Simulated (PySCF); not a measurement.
Match the calculated data to a structure.

All candidates are C2H12NPSi2.

| technique | computed result |
| --- | --- |
| UV, first state | lowest singlet excitation: 5.96 eV (208 nm, f = 0.001) [TDDFT CAM-B3LYP/def2-SVPD] |
| Polarisability | 114.7 au [CAM-B3LYP/def2-SVPD] |
| 1H NMR | chemical shifts (computed TMS as zero) by class: 5.22 (2 H), 3.75 (3 H), 2.92 (2 H), 1.13 (2 H), 0.98 (2 H), 0.32 (1 H) ppm [GIAO PBE0/pcSseg-1] |
| Triplet | lowest triplet excitation (Tamm–Dancoff): 5.62 eV [TDA CAM-B3LYP/def2-SVPD] |
| NMR, other nuclei | isotropic shieldings of nuclei other than C and H, by class: 215 (1 N), 395 (1 Si), 426 (1 Si), 628 (1 P) ppm [GIAO PBE0/pcSseg-1] |
| UV, strongest line | among the 8 lowest singlet transitions: S6 at 7.02 eV (177 nm, f = 0.214) [TDDFT CAM-B3LYP/def2-SVPD] |
| Rotational structure | rotational constants A, B, C: 7.202, 0.513, 0.509 GHz [GFN2-xTB] |
| 13C NMR | chemical shifts (computed TMS as zero) by class: 46.8 (1 C), 17.7 (1 C) ppm [GIAO PBE0/pcSseg-1] |

The electronic properties come from PySCF, for the isolated species, density fitting. Levels stand in brackets. Geometry: GFN2-xTB, one conformer, isolated molecule. GFN2-xTB frequencies show an imaginary mode (38i cm⁻¹), so this geometry is no minimum at that level. NMR values are class means; diastereotopic atoms form classes of their own.

Question: Which candidate is it?
A. `[SiH3]CCN[SiH2]P`
B. `CN([SiH3])[Si@@H](C)P`
C. `[SiH3]NCC[SiH2]P`

Answer: A. It is `[SiH3]CCN[SiH2]P`. Numbering: `[SiH3:1][CH2:2][CH2:3][NH:4][SiH2:5][PH2:6]`. 2 carbons fall into 2 classes; from least to most shielded: sp3 carbon bound to nitrogen [C3] (46.8 ppm), sp3 carbon bound to silicon [C2] (17.7 ppm). Hydrogen classes from least to most shielded: 2 H on an SiH2 silicon, Si5 (5.22 ppm, a mean of values up to 0.5 ppm apart in this geometry), 3 H on an SiH3 silicon, Si1 (3.75 ppm), 2 H on an sp3 carbon bound to nitrogen, C3 (2.92 ppm, a mean of values up to 0.5 ppm apart in this geometry), 2 H on a three-coordinate phosphorus, P6 (1.13 ppm), 2 H on an sp3 carbon bound to silicon, C2 (0.98 ppm, a mean of values up to 0.6 ppm apart in this geometry), 1 H on a silicon-bound nitrogen, N4 (0.32 ppm). The other shieldings belong to: 215 ppm, silicon-bound nitrogen [N4]; 395 ppm, SiH2 silicon [Si5]; 426 ppm, SiH3 silicon [Si1]; 628 ppm, three-coordinate phosphorus [P6]. The optimised geometry has point group C1 and is an asymmetric top.

The others, at the same levels:
- `CN([SiH3])[Si@@H](C)P` fails: its computed 13C shifts are 39.7 (1 C), 3.2 (1 C) ppm, 1H shifts are 5.33 (1 H), 4.67 (3 H), 2.80 (3 H), 0.82 (2 H), 0.50 (3 H) ppm and static isotropic polarisability is 110.0 au (against 114.7 au).
- `[SiH3]NCC[SiH2]P` fails: its computed 1H shifts are 4.66 (3 H), 4.38 (2 H), 3.15 (2 H), 1.21 (2 H), 1.19 (2 H), -0.12 (1 H) ppm, static isotropic polarisability is 110.8 au (against 114.7 au) and rotational constant A is 2.253 GHz (against 7.202 GHz).

Each candidate is one conformer, not necessarily the lowest. The conformers computed, where there is a choice (atom-mapped SMILES and torsion angles):
- `[SiH3:1][CH2:2][CH2:3][NH:4][SiH2:5][PH2:6]`: Si1–C2–C3–N4 -179°, C2–C3–N4–Si5 85°, C3–N4–Si5–P6 -176°, H–P6–Si5–N4 -141°, H–P6–Si5–N4 127°
- `[CH3:1][N:2]([SiH3:3])[Si@@H:4]([CH3:5])[PH2:6]`: C1–N2–Si4–C5 -169°, H–P6–Si4–N2 -161°, H–P6–Si4–N2 -68°
- `[SiH3:1][NH:2][CH2:3][CH2:4][SiH2:5][PH2:6]`: Si1–N2–C3–C4 75°, N2–C3–C4–Si5 57°, C3–C4–Si5–P6 -91°, H–P6–Si5–C4 -179°, H–P6–Si5–C4 88°
